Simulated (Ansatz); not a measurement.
# Molecular dynamics of H₃OS₂Si, charge +1

Input file:

```yaml
crystal:
  periodic: [false, false, false]
  atoms:
    - { symbol: O, position_ang: [-1.334013, 0.134847, -0.813922] }
    - { symbol: S, position_ang: [-1.247004, -0.198082, 1.047696] }
    - { symbol: Si, position_ang: [1.018386, -0.284188, 0.554734] }
    - { symbol: S, position_ang: [0.358715, 0.714286, -1.432818] }
    - { symbol: H, position_ang: [-2.100973, 0.682081, -1.109156] }
    - { symbol: H, position_ang: [1.819243, 0.628537, 1.408811] }
    - { symbol: H, position_ang: [1.485637, -1.677481, 0.344645] }
total_charge: 1
basis:
  gaussian: { orbitals: "6-31G" }
hamiltonian:
  xc: r2scanh
md:
  timestep: 2.5
  n_steps: 120
  ensemble: nve
  temperature: 200.0
  initial_velocities: maxwell_boltzmann
  seed: 496808
```

Run as:

```bash
$ ansatz run input.yaml --threads 1 --pin off --max-ram 2048MiB --backend cpu --events-out ev --progress --plain --runs-dir out
```

It starts from a relaxed structure.

Output, in part (one step line in 2, the closing report, with atoms numbered from 0):

```
md step     0: t =     0.00 fs  T =   200.0 K  F+E_penalty+E_count = -31626.38775285 eV  E_kin = 0.129260 eV  conserved = -31626.25849285 eV  (27 SCF iters)
md step     2: t =     5.00 fs  T =   103.9 K  F+E_penalty+E_count = -31626.31604213 eV  E_kin = 0.067130 eV  conserved = -31626.24891170 eV  (30 SCF iters)
md step     4: t =    10.00 fs  T =    55.8 K  F+E_penalty+E_count = -31626.28282513 eV  E_kin = 0.036063 eV  conserved = -31626.24676184 eV  (30 SCF iters)
md step     6: t =    15.00 fs  T =    97.1 K  F+E_penalty+E_count = -31626.31756818 eV  E_kin = 0.062756 eV  conserved = -31626.25481244 eV  (30 SCF iters)
md step     8: t =    20.00 fs  T =    86.2 K  F+E_penalty+E_count = -31626.30765423 eV  E_kin = 0.055722 eV  conserved = -31626.25193229 eV  (30 SCF iters)
md step    10: t =    25.00 fs  T =   110.8 K  F+E_penalty+E_count = -31626.31881756 eV  E_kin = 0.071612 eV  conserved = -31626.24720560 eV  (30 SCF iters)
md step    12: t =    30.00 fs  T =   122.3 K  F+E_penalty+E_count = -31626.33040332 eV  E_kin = 0.079039 eV  conserved = -31626.25136435 eV  (30 SCF iters)
md step    14: t =    35.00 fs  T =   109.4 K  F+E_penalty+E_count = -31626.32531339 eV  E_kin = 0.070707 eV  conserved = -31626.25460607 eV  (31 SCF iters)
md step    16: t =    40.00 fs  T =   120.5 K  F+E_penalty+E_count = -31626.33007012 eV  E_kin = 0.077888 eV  conserved = -31626.25218202 eV  (31 SCF iters)
md step    18: t =    45.00 fs  T =    72.3 K  F+E_penalty+E_count = -31626.29469382 eV  E_kin = 0.046743 eV  conserved = -31626.24795058 eV  (31 SCF iters)
md step    20: t =    50.00 fs  T =   100.9 K  F+E_penalty+E_count = -31626.32060226 eV  E_kin = 0.065233 eV  conserved = -31626.25536906 eV  (31 SCF iters)
md step    22: t =    55.00 fs  T =   116.1 K  F+E_penalty+E_count = -31626.33085370 eV  E_kin = 0.075041 eV  conserved = -31626.25581257 eV  (30 SCF iters)
md step    24: t =    60.00 fs  T =    47.5 K  F+E_penalty+E_count = -31626.27766865 eV  E_kin = 0.030669 eV  conserved = -31626.24699980 eV  (32 SCF iters)
md step    26: t =    65.00 fs  T =   104.3 K  F+E_penalty+E_count = -31626.31958946 eV  E_kin = 0.067388 eV  conserved = -31626.25220126 eV  (31 SCF iters)
md step    28: t =    70.00 fs  T =   144.2 K  F+E_penalty+E_count = -31626.34933888 eV  E_kin = 0.093204 eV  conserved = -31626.25613489 eV  (31 SCF iters)
md step    30: t =    75.00 fs  T =    83.8 K  F+E_penalty+E_count = -31626.30319470 eV  E_kin = 0.054142 eV  conserved = -31626.24905226 eV  (31 SCF iters)
md step    32: t =    80.00 fs  T =    85.0 K  F+E_penalty+E_count = -31626.30436873 eV  E_kin = 0.054960 eV  conserved = -31626.24940832 eV  (31 SCF iters)
md step    34: t =    85.00 fs  T =    72.2 K  F+E_penalty+E_count = -31626.29997094 eV  E_kin = 0.046657 eV  conserved = -31626.25331357 eV  (31 SCF iters)
md step    36: t =    90.00 fs  T =    84.5 K  F+E_penalty+E_count = -31626.30633860 eV  E_kin = 0.054585 eV  conserved = -31626.25175336 eV  (28 SCF iters)
md step    38: t =    95.00 fs  T =   131.8 K  F+E_penalty+E_count = -31626.33562460 eV  E_kin = 0.085163 eV  conserved = -31626.25046121 eV  (31 SCF iters)
md step    40: t =   100.00 fs  T =    83.6 K  F+E_penalty+E_count = -31626.30459299 eV  E_kin = 0.054007 eV  conserved = -31626.25058610 eV  (30 SCF iters)
md step    42: t =   105.00 fs  T =    92.5 K  F+E_penalty+E_count = -31626.31390269 eV  E_kin = 0.059789 eV  conserved = -31626.25411358 eV  (30 SCF iters)
md step    44: t =   110.00 fs  T =   103.1 K  F+E_penalty+E_count = -31626.31804483 eV  E_kin = 0.066611 eV  conserved = -31626.25143377 eV  (31 SCF iters)
md step    46: t =   115.00 fs  T =    72.3 K  F+E_penalty+E_count = -31626.29560411 eV  E_kin = 0.046701 eV  conserved = -31626.24890290 eV  (31 SCF iters)
md step    48: t =   120.00 fs  T =   118.3 K  F+E_penalty+E_count = -31626.33146722 eV  E_kin = 0.076451 eV  conserved = -31626.25501603 eV  (31 SCF iters)
md step    50: t =   125.00 fs  T =   104.2 K  F+E_penalty+E_count = -31626.31996632 eV  E_kin = 0.067361 eV  conserved = -31626.25260511 eV  (31 SCF iters)
md step    52: t =   130.00 fs  T =    74.3 K  F+E_penalty+E_count = -31626.29607782 eV  E_kin = 0.048034 eV  conserved = -31626.24804386 eV  (30 SCF iters)
md step    54: t =   135.00 fs  T =   133.8 K  F+E_penalty+E_count = -31626.34103639 eV  E_kin = 0.086444 eV  conserved = -31626.25459225 eV  (30 SCF iters)
md step    56: t =   140.00 fs  T =    91.7 K  F+E_penalty+E_count = -31626.31231538 eV  E_kin = 0.059270 eV  conserved = -31626.25304585 eV  (30 SCF iters)
md step    58: t =   145.00 fs  T =    82.6 K  F+E_penalty+E_count = -31626.30253784 eV  E_kin = 0.053402 eV  conserved = -31626.24913617 eV  (30 SCF iters)
md step    60: t =   150.00 fs  T =   124.7 K  F+E_penalty+E_count = -31626.33323562 eV  E_kin = 0.080565 eV  conserved = -31626.25267065 eV  (31 SCF iters)
md step    62: t =   155.00 fs  T =    98.3 K  F+E_penalty+E_count = -31626.31721287 eV  E_kin = 0.063519 eV  conserved = -31626.25369345 eV  (30 SCF iters)
md step    64: t =   160.00 fs  T =   107.4 K  F+E_penalty+E_count = -31626.32069277 eV  E_kin = 0.069407 eV  conserved = -31626.25128571 eV  (31 SCF iters)
md step    66: t =   165.00 fs  T =   108.7 K  F+E_penalty+E_count = -31626.32017107 eV  E_kin = 0.070227 eV  conserved = -31626.24994451 eV  (30 SCF iters)
md step    68: t =   170.00 fs  T =    91.6 K  F+E_penalty+E_count = -31626.31141721 eV  E_kin = 0.059211 eV  conserved = -31626.25220571 eV  (30 SCF iters)
md step    70: t =   175.00 fs  T =   119.7 K  F+E_penalty+E_count = -31626.33122014 eV  E_kin = 0.077350 eV  conserved = -31626.25386992 eV  (31 SCF iters)
md step    72: t =   180.00 fs  T =    88.7 K  F+E_penalty+E_count = -31626.30476771 eV  E_kin = 0.057329 eV  conserved = -31626.24743841 eV  (31 SCF iters)
md step    74: t =   185.00 fs  T =   112.2 K  F+E_penalty+E_count = -31626.32319434 eV  E_kin = 0.072485 eV  conserved = -31626.25070949 eV  (27 SCF iters)
md step    76: t =   190.00 fs  T =   145.0 K  F+E_penalty+E_count = -31626.34983821 eV  E_kin = 0.093694 eV  conserved = -31626.25614406 eV  (29 SCF iters)
md step    78: t =   195.00 fs  T =    76.4 K  F+E_penalty+E_count = -31626.29846947 eV  E_kin = 0.049400 eV  conserved = -31626.24906959 eV  (28 SCF iters)
md step    80: t =   200.00 fs  T =    98.0 K  F+E_penalty+E_count = -31626.31257342 eV  E_kin = 0.063321 eV  conserved = -31626.24925275 eV  (29 SCF iters)
md step    82: t =   205.00 fs  T =   121.7 K  F+E_penalty+E_count = -31626.33455471 eV  E_kin = 0.078662 eV  conserved = -31626.25589228 eV  (30 SCF iters)
md step    84: t =   210.00 fs  T =    75.1 K  F+E_penalty+E_count = -31626.30198939 eV  E_kin = 0.048528 eV  conserved = -31626.25346093 eV  (31 SCF iters)
md step    86: t =   215.00 fs  T =    87.9 K  F+E_penalty+E_count = -31626.30553427 eV  E_kin = 0.056834 eV  conserved = -31626.24870061 eV  (31 SCF iters)
md step    88: t =   220.00 fs  T =   120.2 K  F+E_penalty+E_count = -31626.33015336 eV  E_kin = 0.077677 eV  conserved = -31626.25247662 eV  (31 SCF iters)
md step    90: t =   225.00 fs  T =   141.7 K  F+E_penalty+E_count = -31626.34783904 eV  E_kin = 0.091575 eV  conserved = -31626.25626395 eV  (28 SCF iters)
md step    92: t =   230.00 fs  T =   106.2 K  F+E_penalty+E_count = -31626.31963053 eV  E_kin = 0.068629 eV  conserved = -31626.25100141 eV  (26 SCF iters)
md step    94: t =   235.00 fs  T =    36.1 K  F+E_penalty+E_count = -31626.26884041 eV  E_kin = 0.023338 eV  conserved = -31626.24550284 eV  (27 SCF iters)
md step    96: t =   240.00 fs  T =   107.4 K  F+E_penalty+E_count = -31626.32377454 eV  E_kin = 0.069431 eV  conserved = -31626.25434391 eV  (27 SCF iters)
md step    98: t =   245.00 fs  T =   127.5 K  F+E_penalty+E_count = -31626.33637346 eV  E_kin = 0.082388 eV  conserved = -31626.25398591 eV  (27 SCF iters)
md step   100: t =   250.00 fs  T =    81.9 K  F+E_penalty+E_count = -31626.29871575 eV  E_kin = 0.052900 eV  conserved = -31626.24581576 eV  (28 SCF iters)
md step   102: t =   255.00 fs  T =   111.7 K  F+E_penalty+E_count = -31626.32306800 eV  E_kin = 0.072201 eV  conserved = -31626.25086716 eV  (28 SCF iters)
md step   104: t =   260.00 fs  T =   103.7 K  F+E_penalty+E_count = -31626.32293321 eV  E_kin = 0.067017 eV  conserved = -31626.25591608 eV  (28 SCF iters)
md step   106: t =   265.00 fs  T =    71.7 K  F+E_penalty+E_count = -31626.29743886 eV  E_kin = 0.046352 eV  conserved = -31626.25108654 eV  (28 SCF iters)
md step   108: t =   270.00 fs  T =    88.9 K  F+E_penalty+E_count = -31626.30629678 eV  E_kin = 0.057470 eV  conserved = -31626.24882705 eV  (29 SCF iters)
md step   110: t =   275.00 fs  T =    99.1 K  F+E_penalty+E_count = -31626.31897890 eV  E_kin = 0.064053 eV  conserved = -31626.25492616 eV  (30 SCF iters)
md step   112: t =   280.00 fs  T =   106.9 K  F+E_penalty+E_count = -31626.32487875 eV  E_kin = 0.069060 eV  conserved = -31626.25581916 eV  (27 SCF iters)
md step   114: t =   285.00 fs  T =    82.3 K  F+E_penalty+E_count = -31626.30182047 eV  E_kin = 0.053212 eV  conserved = -31626.24860876 eV  (29 SCF iters)
md step   116: t =   290.00 fs  T =    87.5 K  F+E_penalty+E_count = -31626.30599926 eV  E_kin = 0.056527 eV  conserved = -31626.24947217 eV  (27 SCF iters)
md step   118: t =   295.00 fs  T =   152.7 K  F+E_penalty+E_count = -31626.35550894 eV  E_kin = 0.098722 eV  conserved = -31626.25678673 eV  (28 SCF iters)
md step   120: t =   300.00 fs  T =    88.4 K  F+E_penalty+E_count = -31626.30780264 eV  E_kin = 0.057129 eV  conserved = -31626.25067335 eV  (29 SCF iters)
Total energy: -31626.30781110 eV, -1162.2453749767 hartree
Atom 0 at    -1.339306     0.306881    -0.771795 Å, force    -0.057812    -0.210010    -0.062011 eV/Å
Atom 1 at    -1.248358    -0.266400     1.020754 Å, force    -0.202794     0.121885     0.001415 eV/Å
Atom 2 at     1.030426    -0.230947     0.585149 Å, force     0.603641    -0.542310    -0.133141 eV/Å
Atom 3 at     0.346063     0.639375    -1.455005 Å, force     0.530711     0.203698    -0.156648 eV/Å
Atom 4 at    -2.045199     0.901668    -1.109055 Å, force    -0.223007    -0.016556     0.357990 eV/Å
Atom 5 at     1.824623     0.687327     1.481409 Å, force    -0.314824    -0.151040    -0.256160 eV/Å
Atom 6 at     1.618521    -1.614310     0.318456 Å, force    -0.335915     0.594334     0.248555 eV/Å
Dipole moment:     0.149426     0.160427     0.183924 e Å
```

All steps were run. The conserved energy stayed within 1.9 meV per atom of its start (net change 1.1 meV per atom), so the integration is sound. The temperature averaged 0.51 of the 200 K drawn at the start: a run that starts near a minimum puts about half its kinetic energy into the potential. A step of 2.5 fs is long for free X–H stretches (periods near 10 fs) and can bias their spread and the temperature. A run of 0.3 ps of so small a system gives no equilibrium averages. Limits of this set-up: no polarisation functions, the dipole of an ion depends on the origin.

The same pairs are bonded in the first frame and the last. Pairs count as bonded within 1.25 times the sum of covalent radii (0.12 Å more for H–H).

Last frame:

```xyz
7
Properties=species:S:1:pos:R:3
O -1.339 0.307 -0.772
S -1.248 -0.266 1.021
Si 1.030 -0.231 0.585
S 0.346 0.639 -1.455
H -2.045 0.902 -1.109
H 1.825 0.687 1.481
H 1.619 -1.614 0.319
```

Run time: 9.4 min on 1 CPU thread of a shared host.
